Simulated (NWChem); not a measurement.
**Ionisation of formamidinium (CH5N2 (+1))**

SMILES: NC=[NH2+]
```xyz
8

N     -1.1642     0.0000     0.1738
C      0.0000     0.0000    -0.4216
N      1.1642     0.0000     0.1738
H     -1.2725     0.0000     1.1855
H     -2.0167     0.0000    -0.3788
H      0.0000     0.0000    -1.5175
H      1.2725     0.0000     1.1855
H      2.0167     0.0000    -0.3788
```
Charge +1, spin multiplicity 1.

The numbers come from NWChem runs, not from measurements. The geometry was optimised at PBE0/def2-SVP, a minimum by its harmonic frequencies. It is one conformer; others weren't searched.

Basis set: def2-TZVP. The species with one electron less has spin multiplicity 2 and keeps the geometry of the parent. Δ marks differences of total energies (open shells unrestricted). −ε marks an orbital energy of the parent. That orbital need not have the symmetry of the hole or added electron in the Δ rows.

B3LYP has NWChem's definition, with VWN1-RPA local correlation. No SCF solution was tested for a lower state.

Task: Order these methods by the first vertical ionisation energy they give, lowest first: −ε(HOMO) of LC-wPBE (omega 0.3 per bohr), −ε(HOMO) of HF, ΔLC-wPBE (omega 0.3 per bohr), G0W0@PBE, ΔB3LYP, −ε(HOMO) of B3LYP.

Result: −ε(HOMO) of B3LYP (14.13 eV), G0W0@PBE (16.35 eV), −ε(HOMO) of LC-wPBE (omega 0.3 per bohr) (16.54 eV), ΔB3LYP (16.93 eV), ΔLC-wPBE (omega 0.3 per bohr) (17.03 eV), −ε(HOMO) of HF (17.62 eV)
